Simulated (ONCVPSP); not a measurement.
**thulium (Tm): ONCV pseudisation with BLYP, fully relativistic reference atom.**

| Item | Value |
| --- | --- |
| Element | Tm |
| Generator | ONCVPSP 4.0.1 |
| Type | optimised norm-conserving Vanderbilt (ONCV) |
| Functional | BLYP |
| Relativity | fully relativistic |
| Frozen core | [Kr] 4d10 4f12 |
| Valence charge | 11 |
| Reference configuration | 5s2 5p6 5d1 6s1.5 6p0.5 |
| Partial waves | 5s+6s: rc 2.05 bohr, ncon 3, nbas 7, qcut 4.9 1/bohr, 2 projectors; 5p+6p: rc 2.05 bohr, ncon 4, nbas 8, qcut 8 1/bohr, 2 projectors; 5d: rc 2.90 bohr, ncon 3, nbas 7, qcut 4.2 1/bohr, 2 projectors, debl 1.3 Ha |
| Local potential | polynomial inside 1.65 bohr (lpopt 5, dvloc0 0 Ha) |
| Core correction | polynomial model core, fcfact 0.3 |

Open shells are filled in proportion to 2j + 1.

Poles of the logarithmic derivatives, all-electron (AE) and pseudo (PS). s: poles at -1.9, 4.0 (AE) and -1.9, 3.4 (PS) Ha. p3/2: poles at -0.6 (AE) and -0.6 (PS) Ha. p1/2: poles at -0.9, 4.9 (AE) and -0.9, 4.8 (PS) Ha. d5/2: poles at 0.2, 2.8 (AE) and 0.2, 2.9 (PS) Ha. d3/2: poles at 0.2, 2.7 (AE) and 0.2, 2.9 (PS) Ha. Test radii: s 2.08, p3/2 2.08, p1/2 2.08, d5/2 2.95, d3/2 2.95 bohr.

* Cutoffs needed: 16 Ha and 21 Ha (the cutoffs (Ha) at which the residual kinetic energy of the hardest occupied pseudo-wave falls to 1 and 0.1 mHa per electron)
* Ghost test: no bound ghost flagged; no localised positive-energy state flagged
* Configuration tests: 1 of 4 tests not solved or not reliable
* rms error of d²Exc/dni dnj: 7.75 mHa without and 2.24 mHa with the model core
